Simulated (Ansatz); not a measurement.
`O[SiH]1[S][Al]1[Cl]`. The species carries charge 0 and has multiplicity 1. Geometry: relaxed with PBE0-D4/def2-TZVP. It is one conformer, not always the lowest.

```xyz
7

O    -0.252   -0.294    2.001
Si    0.463    0.270    0.636
S     0.968   -1.232   -0.877
Al   -0.386    0.349   -1.515
Cl   -1.403    0.740   -3.287
H    -1.025   -0.852    1.900
H     1.634    1.019    1.142
```

(1) What is the dipole moment at B3LYP/def2-TZVPP? (Estimate.)

(2) And with PBE, r2SCAN, ωB97M-V? (An estimate is asked.)

(3) Give the Mulliken charges with B3LYP, PBE, r2SCAN in def2-TZVPP. (Best estimate.)

Answers

(1) The calculation gave: 1.46 D, with components (-1.33, 0.52, 0.29) D in this frame, pointing from negative to positive charge.

(2) Computed: PBE 1.33 D, r2SCAN 1.40 D, ωB97M-V 1.53 D.

(3) Ansatz gave: 
```csv
atom,B3LYP,PBE,r2SCAN
O1,-0.37,-0.32,-0.39
Si2,0.41,0.32,0.37
S3,-0.29,-0.24,-0.30
Al4,0.31,0.28,0.38
Cl5,-0.20,-0.18,-0.21
H6,0.19,0.19,0.21
H7,-0.05,-0.04,-0.07
```

B3LYP here is the variant with VWN-RPA as its local correlation; programs differ in this.
